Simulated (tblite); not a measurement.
A geometry optimisation, step by step.

Species: C₂H₁₀F₃PSi₃.
SMILES with atom numbers: `[F:1][C:2]([F:3])([F:4])[CH2:5][SiH2:6][P:7]([SiH3:8])[SiH3:9]` (hydrogens: H10, H11 on C5; H12, H13 on Si6; H14, H15, H16 on Si8; H17, H18, H19 on Si9)

Computed with GFN2-xTB (tblite), gas phase: L-BFGS steps from a force-field or distance-geometry start until the largest atomic force falls under 0.01 eV/Å. 7 of its 61 geometries are shown.

Step 0: E = -852.0831 eV, largest atomic force 1.802 eV/Å
```
atom  x, y, z in Å  |  force x, y, z in eV/Å
F1      4.145   -0.834   -0.709   -0.220   0.549   0.398
C2      3.177   -0.057   -0.143   -0.081  -0.395   0.030
F3      3.220   -0.317    1.195    0.135   0.366  -0.789
F4      3.535    1.233   -0.335   -0.047  -0.695   0.274
C5      1.836   -0.378   -0.728    0.640  -0.759  -0.847
Si6     0.462    0.626   -0.017   -0.684   1.315   1.025
P7     -1.442    0.117   -0.995   -0.004  -0.055  -0.446
Si8    -2.699    1.465    0.207   -0.657   0.597   0.215
Si9    -1.885   -1.687    0.191   -0.217  -0.820   0.302
H10     1.884   -0.211   -1.813    0.143  -0.009   0.223
H11     1.630   -1.446   -0.596    0.236   0.106   0.071
H12     0.352    0.409    1.447    0.207   0.036  -0.246
H13     0.700    2.067   -0.260    0.047  -0.274   0.040
H14    -4.122    1.124   -0.051    0.413   0.035   0.063
H15    -2.417    1.337    1.652   -0.053   0.034  -0.213
H16    -2.451    2.856   -0.215    0.014  -0.260   0.061
H17    -3.260   -2.144   -0.125    0.346   0.160   0.072
H18    -0.909   -2.730   -0.197   -0.182   0.183   0.083
H19    -1.765   -1.421    1.649   -0.038  -0.113  -0.317
```

Step 10: E = -852.2566 eV, largest atomic force 0.168 eV/Å
```
atom  x, y, z in Å  |  force x, y, z in eV/Å
F1      4.162   -0.802   -0.677    0.047   0.024   0.020
C2      3.154   -0.076   -0.157   -0.092  -0.016  -0.057
F3      3.183   -0.308    1.167    0.047   0.092  -0.012
F4      3.495    1.212   -0.334    0.023  -0.047   0.100
C5      1.831   -0.403   -0.761   -0.159   0.053   0.006
Si6     0.467    0.693    0.024    0.065  -0.092  -0.029
P7     -1.456    0.120   -0.944    0.117   0.010   0.009
Si8    -2.753    1.519    0.204    0.027  -0.026   0.034
Si9    -1.890   -1.759    0.189    0.003   0.004   0.050
H10     1.903   -0.231   -1.833   -0.013   0.012  -0.028
H11     1.651   -1.466   -0.604   -0.042   0.023   0.015
H12     0.464    0.439    1.473    0.074   0.056  -0.063
H13     0.755    2.106   -0.248    0.005  -0.117   0.006
H14    -4.138    1.122   -0.050    0.037   0.073  -0.024
H15    -2.453    1.374    1.630   -0.061   0.069   0.031
H16    -2.436    2.880   -0.226   -0.058  -0.058  -0.015
H17    -3.264   -2.151   -0.126    0.076  -0.019  -0.029
H18    -0.905   -2.774   -0.196   -0.088   0.045  -0.016
H19    -1.781   -1.488    1.628   -0.006  -0.087   0.003
```

Step 20: E = -852.2823 eV, largest atomic force 0.122 eV/Å
```
atom  x, y, z in Å  |  force x, y, z in eV/Å
F1      4.168   -0.782   -0.664    0.005   0.008  -0.003
C2      3.138   -0.073   -0.163   -0.016  -0.016  -0.008
F3      3.152   -0.297    1.164    0.036   0.001  -0.016
F4      3.467    1.220   -0.325    0.010  -0.030   0.006
C5      1.823   -0.410   -0.778   -0.030   0.004   0.007
Si6     0.496    0.692    0.039   -0.025  -0.006  -0.014
P7     -1.437    0.117   -0.897    0.031   0.006   0.118
Si8    -2.754    1.530    0.217    0.023  -0.010  -0.011
Si9    -1.888   -1.780    0.205    0.005   0.022  -0.019
H10     1.890   -0.241   -1.852    0.000   0.023   0.024
H11     1.629   -1.469   -0.615    0.030   0.006   0.008
H12     0.588    0.485    1.490   -0.033   0.004  -0.022
H13     0.800    2.092   -0.259   -0.025  -0.013  -0.032
H14    -4.135    1.161   -0.078   -0.027  -0.021  -0.019
H15    -2.518    1.448    1.659   -0.007   0.015   0.019
H16    -2.457    2.876   -0.257    0.023   0.025  -0.018
H17    -3.246   -2.170   -0.161   -0.026   0.005  -0.009
H18    -0.931   -2.798   -0.223    0.027   0.000  -0.020
H19    -1.793   -1.592    1.655   -0.001  -0.022   0.011
```

Step 30: E = -852.2889 eV, largest atomic force 0.087 eV/Å
```
atom  x, y, z in Å  |  force x, y, z in eV/Å
F1      4.169   -0.782   -0.678   -0.004   0.016  -0.004
C2      3.143   -0.077   -0.166    0.016  -0.003   0.014
F3      3.172   -0.302    1.161    0.013  -0.031  -0.005
F4      3.469    1.218   -0.322    0.018  -0.007  -0.026
C5      1.823   -0.411   -0.771    0.018  -0.001   0.000
Si6     0.507    0.693    0.051   -0.070   0.038   0.034
P7     -1.438    0.115   -0.842    0.001  -0.016   0.020
Si8    -2.763    1.548    0.230    0.022  -0.030  -0.034
Si9    -1.891   -1.802    0.215    0.007   0.047  -0.034
H10     1.881   -0.228   -1.842    0.010  -0.010   0.002
H11     1.635   -1.472   -0.616    0.007   0.003   0.005
H12     0.602    0.510    1.505    0.003   0.022  -0.023
H13     0.789    2.084   -0.302   -0.004  -0.012   0.013
H14    -4.131    1.161   -0.102   -0.022   0.004   0.010
H15    -2.558    1.500    1.678   -0.009   0.011   0.008
H16    -2.445    2.877   -0.279    0.006   0.019   0.004
H17    -3.248   -2.166   -0.179   -0.019  -0.017   0.009
H18    -0.924   -2.793   -0.252    0.010  -0.017  -0.003
H19    -1.801   -1.664    1.671   -0.002  -0.016   0.008
```

Step 40: E = -852.2909 eV, largest atomic force 0.044 eV/Å
```
atom  x, y, z in Å  |  force x, y, z in eV/Å
F1      4.169   -0.785   -0.698   -0.005  -0.001  -0.009
C2      3.152   -0.080   -0.168    0.013   0.004   0.011
F3      3.196   -0.318    1.155    0.011  -0.001   0.014
F4      3.482    1.214   -0.323    0.009   0.010   0.005
C5      1.825   -0.407   -0.761    0.006  -0.002  -0.004
Si6     0.504    0.699    0.058   -0.021   0.029   0.025
P7     -1.440    0.110   -0.830    0.006  -0.003   0.012
Si8    -2.767    1.552    0.225   -0.008   0.003  -0.003
Si9    -1.895   -1.813    0.213    0.003   0.006  -0.006
H10     1.881   -0.225   -1.832   -0.012  -0.016  -0.018
H11     1.638   -1.467   -0.602   -0.012  -0.009  -0.005
H12     0.608    0.540    1.512    0.001   0.000  -0.010
H13     0.779    2.088   -0.309    0.000  -0.003   0.000
H14    -4.138    1.172   -0.104   -0.004   0.002  -0.007
H15    -2.583    1.526    1.677    0.010  -0.012   0.011
H16    -2.438    2.880   -0.284    0.001   0.004  -0.011
H17    -3.254   -2.178   -0.177   -0.002  -0.005  -0.002
H18    -0.925   -2.796   -0.266   -0.002  -0.011  -0.007
H19    -1.805   -1.704    1.671    0.003   0.007   0.004
```

Step 50: E = -852.2914 eV, largest atomic force 0.019 eV/Å
```
atom  x, y, z in Å  |  force x, y, z in eV/Å
F1      4.167   -0.786   -0.710    0.000   0.000  -0.007
C2      3.155   -0.080   -0.169    0.000   0.000   0.005
F3      3.209   -0.324    1.153    0.002  -0.003   0.011
F4      3.489    1.213   -0.320   -0.004   0.003  -0.004
C5      1.823   -0.403   -0.755   -0.006  -0.002  -0.002
Si6     0.504    0.706    0.062   -0.006   0.007   0.008
P7     -1.440    0.110   -0.824    0.016  -0.003  -0.010
Si8    -2.770    1.554    0.224   -0.003   0.002   0.000
Si9    -1.895   -1.817    0.211    0.000  -0.006   0.003
H10     1.876   -0.231   -1.828   -0.005   0.003  -0.011
H11     1.632   -1.462   -0.592   -0.001  -0.009   0.008
H12     0.611    0.549    1.516    0.001   0.002  -0.001
H13     0.776    2.094   -0.309    0.000  -0.002   0.000
H14    -4.142    1.179   -0.109    0.000  -0.003  -0.002
H15    -2.583    1.524    1.676   -0.001   0.000   0.004
H16    -2.437    2.878   -0.290    0.002   0.002   0.001
H17    -3.254   -2.185   -0.177    0.000   0.006  -0.001
H18    -0.929   -2.803   -0.274    0.000   0.003   0.000
H19    -1.802   -1.709    1.670    0.004   0.000  -0.001
```

Step 60: E = -852.2917 eV, largest atomic force 0.008 eV/Å
```
atom  x, y, z in Å  |  force x, y, z in eV/Å
F1      4.161   -0.784   -0.722    0.006   0.002  -0.003
C2      3.153   -0.081   -0.170    0.001   0.000   0.000
F3      3.217   -0.330    1.151   -0.002   0.000   0.003
F4      3.484    1.213   -0.319    0.001   0.001  -0.003
C5      1.817   -0.404   -0.748   -0.002  -0.002   0.000
Si6     0.504    0.712    0.069   -0.002  -0.002  -0.002
P7     -1.433    0.110   -0.824    0.003   0.003  -0.003
Si8    -2.769    1.552    0.220   -0.004   0.004   0.005
Si9    -1.890   -1.817    0.209    0.000  -0.002   0.003
H10     1.862   -0.236   -1.822    0.003  -0.002  -0.003
H11     1.625   -1.462   -0.578   -0.001  -0.005   0.002
H12     0.615    0.558    1.524   -0.004   0.005  -0.001
H13     0.776    2.098   -0.309    0.002  -0.001   0.005
H14    -4.139    1.176   -0.117   -0.001  -0.002  -0.004
H15    -2.585    1.520    1.673   -0.001  -0.002   0.004
H16    -2.434    2.878   -0.290    0.000   0.001  -0.002
H17    -3.253   -2.176   -0.177    0.003   0.000   0.002
H18    -0.930   -2.807   -0.280   -0.003   0.004  -0.002
H19    -1.791   -1.712    1.667    0.002  -0.001  -0.001
```

Question: Summarise the path.

Answer: The energy falls by 20.13 kJ/mol from step 0 to step 60; nine tenths of that is first reached at step 14. It falls at every step. The largest force goes from 1.802 to 0.008 eV/Å. Among the bonds C5–Si6 changes most, from 1.843 to 1.907 Å; the atoms move by 0.140 Å rms after alignment.

The cost below is that of the whole relaxation. On Arm Neoverse V1, one thread (shared host), this took 0.71 s of wall time.
